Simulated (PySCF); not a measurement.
HO2Si, charge +1, singlet, geometry from GFN2-xTB; CCSD(T)/cc-pVDZ (PySCF).

Input for PySCF:
```python
from pyscf import gto, scf, cc

mol = gto.Mole()
mol.atom = '''
    O     1.563969    0.104799    0.024944
    Si    0.089692    0.004763    0.000983
    O    -1.422691   -0.090539   -0.020970
    H    -2.385908   -0.180762   -0.045551
'''
mol.basis = 'cc-pvdz'
mol.charge = 1
mol.spin = 0
mol.verbose = 4
mol.build()

mf = scf.RHF(mol)
mf.kernel()

mycc = cc.CCSD(mf)
mycc.kernel()
et = mycc.ccsd_t()
print('E(CCSD(T)) = %.10f' % (mycc.e_tot + et))
mf.analyze()
```

The log (banner, timings and long lists left out):

```
PySCF version 2.14.0

[INPUT] verbose = 4
[INPUT] num. atoms = 4
[INPUT] num. electrons = 30
[INPUT] charge = 1
[INPUT] spin (= nelec alpha-beta = 2S) = 0
[INPUT] symmetry False subgroup None
[INPUT] Mole.unit = angstrom
[INPUT] Symbol           X                Y                Z      unit          X                Y                Z       unit  Magmom
[INPUT]  1 O      1.563969000000   0.104799000000   0.024944000000 AA    2.955473077310   0.198041408128   0.047137328451 Bohr   0.0
[INPUT]  2 Si     0.089692000000   0.004763000000   0.000983000000 AA    0.169493315564   0.009000765531   0.001857600780 Bohr   0.0
[INPUT]  3 O     -1.422691000000  -0.090539000000  -0.020970000000 AA   -2.688496349884  -0.171093913592  -0.039627556832 Bohr   0.0
[INPUT]  4 H     -2.385908000000  -0.180762000000  -0.045551000000 AA   -4.508712678409  -0.341590673729  -0.086078914700 Bohr   0.0

nuclear repulsion = 98.9515822762634
number of shells = 18
number of NR pGTOs = 100
number of NR cGTOs = 51
basis = cc-pvdz
ecp = {}

******** <class 'pyscf.scf.hf.RHF'> ********
method = RHF
initial guess = minao
damping factor = 0
level_shift factor = 0
DIIS = <class 'pyscf.scf.diis.CDIIS'>
diis_start_cycle = 1
diis_space = 8
diis_damp = 0
SCF conv_tol = 1e-09
SCF conv_tol_grad = None
SCF max_cycles = 50
direct_scf = True
direct_scf_tol = 1e-13
Set gradient conv threshold to 3.16228e-05
Initial guess from minao.
init E= -439.543736640462
  HOMO = -0.519883347034889  LUMO = -0.139256810915062  gap/eV = 10.35738
cycle= 1 E= -438.773331722849  delta_E= 0.77  |g|= 0.731  |ddm|= 1.88
  HOMO = -0.644834151134011  LUMO = -0.256691121036865  gap/eV = 10.56191
cycle= 2 E= -438.80775769769  delta_E= -0.0344  |g|= 0.702  |ddm|= 1.04
  HOMO = -0.775249765815123  LUMO = -0.252323599827562  gap/eV = 14.22955
cycle= 3 E= -438.908278446771  delta_E= -0.101  |g|= 0.0786  |ddm|= 0.436
  HOMO = -0.7524508411635  LUMO = -0.234899426539937  gap/eV = 14.08329
cycle= 4 E= -438.909721761723  delta_E= -0.00144  |g|= 0.0265  |ddm|= 0.0568
  HOMO = -0.753091523734806  LUMO = -0.232248939112196  gap/eV = 14.17285
cycle= 5 E= -438.909905500191  delta_E= -0.000184  |g|= 0.00739  |ddm|= 0.0218
  HOMO = -0.752842645221733  LUMO = -0.233052732973168  gap/eV = 14.14420
cycle= 6 E= -438.909930830034  delta_E= -2.53e-05  |g|= 0.00254  |ddm|= 0.00756
  HOMO = -0.752295103737659  LUMO = -0.233202290424892  gap/eV = 14.12523
cycle= 7 E= -438.90993869514  delta_E= -7.87e-06  |g|= 0.000953  |ddm|= 0.00592
  HOMO = -0.752194211514637  LUMO = -0.233312270729632  gap/eV = 14.11950
cycle= 8 E= -438.909940013867  delta_E= -1.32e-06  |g|= 0.000272  |ddm|= 0.00277
  HOMO = -0.752123294387666  LUMO = -0.233317566836344  gap/eV = 14.11742
cycle= 9 E= -438.909940113594  delta_E= -9.97e-08  |g|= 5.9e-05  |ddm|= 0.000865
  HOMO = -0.75211674126256  LUMO = -0.233325134667798  gap/eV = 14.11704
cycle= 10 E= -438.909940116276  delta_E= -2.68e-09  |g|= 1.03e-05  |ddm|= 0.000131
  HOMO = -0.752115584187813  LUMO = -0.23332544106261  gap/eV = 14.11700
cycle= 11 E= -438.909940116333  delta_E= -5.7e-11  |g|= 1.84e-06  |ddm|= 1.79e-05
  HOMO = -0.752116121149205  LUMO = -0.233325314187584  gap/eV = 14.11702
Extra cycle  E= -438.909940116334  delta_E= -1.02e-12  |g|= 1.4e-06  |ddm|= 2.09e-06
converged SCF energy = -438.909940116334

******** <class 'pyscf.cc.ccsd.CCSD'> ********
CC2 = 0
CCSD nocc = 15, nmo = 51
max_cycle = 50
direct = 0
conv_tol = 1e-07
conv_tol_normt = 1e-05
diis_space = 6
diis_start_cycle = 0
diis_start_energy_diff = 1e+09
Init t2, MP2 energy = -439.382400071484  E_corr(MP2) -0.472459955150133
Init E_corr(CCSD) = -0.472459955150639
cycle = 1  E_corr(CCSD) = -0.449490967601487  dE = 0.0229689875  norm(t1,t2) = 0.0953195
cycle = 2  E_corr(CCSD) = -0.471255691040853  dE = -0.0217647234  norm(t1,t2) = 0.0434957
cycle = 3  E_corr(CCSD) = -0.468427715812644  dE = 0.00282797523  norm(t1,t2) = 0.0315469
cycle = 4  E_corr(CCSD) = -0.470692406366278  dE = -0.00226469055  norm(t1,t2) = 0.00824064
cycle = 5  E_corr(CCSD) = -0.471104364922748  dE = -0.000411958556  norm(t1,t2) = 0.00173203
cycle = 6  E_corr(CCSD) = -0.471052595153847  dE = 5.17697689e-05  norm(t1,t2) = 0.000590069
cycle = 7  E_corr(CCSD) = -0.471001529766697  dE = 5.10653871e-05  norm(t1,t2) = 0.000240174
cycle = 8  E_corr(CCSD) = -0.471014990338833  dE = -1.34605721e-05  norm(t1,t2) = 0.000113548
cycle = 9  E_corr(CCSD) = -0.471017894040407  dE = -2.90370157e-06  norm(t1,t2) = 5.5523e-05
cycle = 10  E_corr(CCSD) = -0.471015335714592  dE = 2.55832582e-06  norm(t1,t2) = 1.96634e-05
cycle = 11  E_corr(CCSD) = -0.471016330023287  dE = -9.94308695e-07  norm(t1,t2) = 6.46765e-06
cycle = 12  E_corr(CCSD) = -0.471016142570977  dE = 1.8745231e-07  norm(t1,t2) = 2.45322e-06
cycle = 13  E_corr(CCSD) = -0.471016189347382  dE = -4.67764042e-08  norm(t1,t2) = 9.72442e-07
CCSD converged
E(CCSD) = -439.3809563056814  E_corr = -0.4710161893473815
CCSD(T) correction = -0.0158115218178266
E(CCSD(T)) = -439.3967678275
**** SCF Summaries ****
Total Energy =                        -438.909940116334042
Nuclear Repulsion Energy =              98.951582276263395
One-electron Energy =                 -795.885989035824650
Two-electron Energy =                  258.024466643227186
Two-electron Coulomb Energy =          295.024954085875322
DFT Exchange-Correlation Energy =      -37.000487442648136
HOMO-LUMO gap [eV] =                    14.117016911859967
**** MO energy ****
MO #1   energy= -69.2034526305972  occ= 2
MO #2   energy= -20.9121276232767  occ= 2
MO #3   energy= -20.8259224635965  occ= 2
MO #4   energy= -6.54484680644189  occ= 2
MO #5   energy= -4.65245440077091  occ= 2
MO #6   energy= -4.65011294436219  occ= 2
MO #7   energy= -4.6501124665591   occ= 2
MO #8   energy= -1.6974085641732   occ= 2
MO #9   energy= -1.55222439904902  occ= 2
MO #10  energy= -1.1324646851652   occ= 2
MO #11  energy= -0.88324074377553  occ= 2
MO #12  energy= -0.883199521631333 occ= 2
MO #13  energy= -0.82673058827719  occ= 2
MO #14  energy= -0.752116385219786 occ= 2
MO #15  energy= -0.752116121149205 occ= 2
MO #16  energy= -0.233325314187584 occ= 0
MO #17  energy= -0.132593460753432 occ= 0
MO #18  energy= -0.132556486808324 occ= 0
MO #19  energy= -0.027143302755487 occ= 0
MO #20  energy= 0.0869856776365849 occ= 0
MO #21  energy= 0.157943973214135  occ= 0
MO #22  energy= 0.194571940813146  occ= 0
MO #23  energy= 0.194578132757517  occ= 0
 ** Mulliken pop on meta-lowdin orthogonal AOs  **
 ** Mulliken pop  **
 ** Mulliken atomic charges  **
charge of    0O =     -0.61143
charge of    1Si =      1.81717
charge of    2O =     -0.67408
charge of    3H =      0.46834

WARN: System has nonzero charge 1; the dipole moment is origin-dependent.
Location of origin: [0. 0. 0.]

Dipole moment(X, Y, Z, Debye): -5.62777, -0.44869, -0.11545
```
